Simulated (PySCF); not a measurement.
All of these have the formula C6H7NS. Computed, not measured: TDDFT wB97X-D/def2-SVPD, vertical, gas phase, core orbitals frozen in the response in PySCF 2.14.0, density-fitted response routines. Geometries: GFN2-xTB; one conformer of each isolated species. Triplets are in the Tamm–Dancoff approximation.

A. `CSc1ccncc1`
B. `CSc1ccccn1`
C. `C/N=C/c1cccs1`

Lowest singlet levels (six at most, fewer where fewer were computed) with oscillator strengths:

1. 257 nm (f 0.067); 234 nm (f 0.003); 233 nm (f 0.271); 222 nm (f 0.000); 219 nm (f 0.000); 194 nm (f 0.028); T1 3.97 eV
2. 240 nm (f 0.004); 235 nm (f 0.004); 233 nm (f 0.000); 229 nm (f 0.233); 216 nm (f 0.000); 195 nm (f 0.173); T1 4.08 eV
3. 271 nm (f 0.001); 261 nm (f 0.314); 232 nm (f 0.125); 195 nm (f 0.000); 185 nm (f 0.001); 181 nm (f 0.000); T1 3.07 eV

Problem. Which spectrum belongs to which structure?

Solution. 1 = B, 2 = A, 3 = C.
- A: S1 at 5.17 eV, HOMO-1→LUMO (94%); Löwdin shares by element: HOMO sulfur 51%, carbon 19% or more, nitrogen 9% (atoms not listed hold the other 22%); LUMO carbon 47% or more, nitrogen 20% (atoms not listed hold the other 33%); HOMO -8.40 and LUMO 0.91 eV; point group Cs, 2 of its 6 listed states under f = 0.0005.
- B: S1 at 4.83 eV, HOMO→LUMO (91%); Löwdin shares by element: HOMO sulfur 48%, carbon 28% or more (atoms not listed hold the other 24%); LUMO carbon 52% or more, nitrogen 20% (atoms not listed hold the other 28%); HOMO -8.01 and LUMO 0.90 eV; point group Cs, 2 of its 6 listed states under f = 0.0005.
- C: S1 at 4.58 eV, HOMO-2→LUMO (90%); Löwdin shares by element: HOMO carbon 54% or more, nitrogen 15% (atoms not listed hold the other 31%); LUMO carbon 29% or more, nitrogen 18%, sulfur 13% (atoms not listed hold the other 40%); HOMO -8.36 and LUMO 0.23 eV; point group Cs, 2 of its 6 listed states under f = 0.0005.
